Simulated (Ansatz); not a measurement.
Calculated with Ansatz (gas phase, PBE0-D4/def2-TZVP geometries, no zero-point term in ΔE). CCSD(T)/CBS is the MP2 limit (def2-TZVPP, def2-QZVPP) plus CCSD(T) − MP2 in def2-TZVPP, frozen cores. One conformer a species, not always the lowest.

`OC1C[SiH2][SiH2]1` → `[SiH3]C[SiH]1CO1`  (isomerisation)

`OC1C[SiH2][SiH2]1`:

```xyz
13

O     0.049    0.689    2.119
C     0.336    0.045    0.894
C    -0.907   -0.686    0.363
Si   -0.404   -0.819   -1.469
Si    0.772    1.035   -0.709
H     0.836    1.151    2.418
H     1.133   -0.706    1.030
H    -1.164   -1.589    0.920
H    -1.762   -0.002    0.415
H    -1.506   -0.730   -2.462
H     0.424   -2.020   -1.764
H    -0.016    2.296   -0.786
H     2.208    1.335   -0.968
```

`[SiH3]C[SiH]1CO1`:

```xyz
13

Si   -0.291   -0.664    1.928
C     0.878    0.134    0.694
Si    0.418   -0.180   -1.070
C    -0.786    0.811   -1.975
O     0.664    1.017   -2.193
H    -0.463   -2.108    1.609
H     0.243   -0.547    3.309
H    -1.620   -0.004    1.863
H     0.889    1.215    0.863
H     1.890   -0.244    0.871
H     0.743   -1.558   -1.505
H    -1.269    1.680   -1.530
H    -1.296    0.445   -2.864
```

```
            species  HF/def2-TZVPP energy (Eh)
`OC1C[SiH2][SiH2]1`                 -733.16190
 `[SiH3]C[SiH]1CO1`                 -733.19433
```

Question: Work out ΔE.

Answer: ΔE = (-733.19433) − (-733.16190) = -0.03243 Eh = -85.1 kJ/mol. CCSD(T)/CBS gives -71.5 kJ/mol.

Largest T1 diagnostic among the species: 0.013.

In def2-TZVPP, CCSD(T) changes the Hartree–Fock value by +13.2 kJ/mol (the triples alone add +1.4 kJ/mol) and MP2 by +5.4 kJ/mol. The D4 term adds +4.4 kJ/mol with B3LYP and +2.1 kJ/mol with PBE0; it sums over pairs of atoms, weighted by their polarisabilities, and B3LYP, whose exchange is more repulsive, gets the larger term.

B3LYP here is the variant with VWN-RPA as its local correlation; programs differ in this.
